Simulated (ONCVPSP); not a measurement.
phosphorus ONCV: all-electron and pseudo phase curves

P (Z = 15), optimised norm-conserving Vanderbilt (ONCV), made with ONCVPSP 4.0.1 (LDA (Perdew-Wang 92), non-relativistic). Core [Ne], reference 3s2 3p2 (charge +1). Waves: 3s: rc 1.45 bohr, ncon 5, nbas 8, qcut 4.7 1/bohr, 2 projectors, debl 4 Ha; 3p: rc 1.50 bohr, ncon 4, nbas 8, qcut 6 1/bohr, 1 projector; d scattering state at 0.04 Ha: rc 1.30 bohr, ncon 4, nbas 7, qcut 7.4 1/bohr, 2 projectors, debl 1.1 Ha. Local part: polynomial inside 1.10 bohr (lpopt 4, dvloc0 0 Ha). Core correction: polynomial model core, fcfact 0.2.

The phase is arctan(r·R′/R) of the radial function R(r), unwrapped; energies in Ha, scanned from -2 to 5 Ha. A pole is an energy at which the radial function vanishes at the test radius. The pseudo phase is shifted by a multiple of π to meet the all-electron one at the reference energy, and phase errors are pseudo minus all-electron; the curves can meet again beyond the range given. Levels narrower than the energy grid can be missing from the lists of poles.

Problem. For each channel, where are the poles, and over which energies does the pseudopotential scatter like the atom?

Solution.

```
channel  radius (bohr)  reference energy (Ha)  poles, all-electron  poles, pseudo  unbroken range about the reference energy with phases within 0.05 rad  phase error 1 Ha above the reference energy (rad)
      s           1.47                  -0.85                 2.78           2.78                                                        the whole range                                             -0.001
      p           1.53                  -0.53                 2.72           2.11                                                              below 1.8                                             -0.015
      d           1.32                   0.04                 3.78           3.78                                                        the whole range                                             +0.000
```

Phases in the p channel:

| E (Ha) | all-electron | pseudo |
| --- | --- | --- |
| -1.98 | 0.855 | 0.833 |
| -1.80 | 0.772 | 0.750 |
| -1.62 | 0.669 | 0.648 |
| -1.44 | 0.538 | 0.520 |
| -1.26 | 0.375 | 0.360 |
| -1.08 | 0.177 | 0.166 |
| -0.90 | -0.050 | -0.056 |
| -0.72 | -0.287 | -0.288 |
| -0.54 | -0.508 | -0.508 |
| -0.36 | -0.699 | -0.700 |
| -0.18 | -0.855 | -0.859 |
| 0.00 | -0.980 | -0.986 |
| 0.18 | -1.079 | -1.088 |
| 0.36 | -1.158 | -1.171 |
| 0.54 | -1.223 | -1.240 |
| 0.72 | -1.277 | -1.297 |
| 0.90 | -1.322 | -1.346 |
| 1.08 | -1.361 | -1.388 |
| 1.26 | -1.394 | -1.426 |
| 1.44 | -1.424 | -1.460 |
| 1.62 | -1.450 | -1.492 |
| 1.80 | -1.474 | -1.522 |
| 1.98 | -1.495 | -1.550 |
| 2.16 | -1.515 | -1.579 |
| 2.34 | -1.534 | -1.608 |
| 2.52 | -1.552 | -1.638 |
| 2.70 | -1.569 | -1.671 |
| 2.88 | -1.585 | -1.707 |
| 3.06 | -1.601 | -1.749 |
| 3.24 | -1.617 | -1.800 |
| 3.42 | -1.633 | -1.866 |
| 3.60 | -1.649 | -1.954 |
| 3.78 | -1.666 | -2.081 |
| 3.96 | -1.683 | -2.281 |
| 4.14 | -1.701 | -2.609 |
| 4.32 | -1.720 | -3.093 |
| 4.50 | -1.742 | -3.583 |
| 4.68 | -1.765 | -3.920 |
| 4.86 | -1.791 | -4.125 |
